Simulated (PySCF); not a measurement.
HInO, neutral, multiplicity 1. Atoms are numbered in the order given.

```xyz
3

In     0.0000     0.0000     0.3273
O      0.0000     0.0000    -1.6757
H      0.0000     0.0000    -2.6328
```
Charge 0, spin multiplicity 1.

The structure is a stationary point at B3LYP-D3(BJ)/def2-TZVP. A frequency run showed that this geometry is not a minimum. The def2 effective core potentials stand for the cores of In; spin–orbit coupling is left out.

The numbers are results of PBE/def2-TZVPD (PySCF), not measurements.

Mulliken values depend strongly on the basis, most of all with diffuse functions as here. ESP charges are fitted to the potential on shells at 1.4 to 2.0 van der Waals radii. Atomic charges (e):

| atom | ESP fit | Mulliken |
|---|---|---|
| In1 | 0.29 | 0.38 |
| O2 | -0.58 | -0.62 |
| H3 | 0.29 | 0.25 |
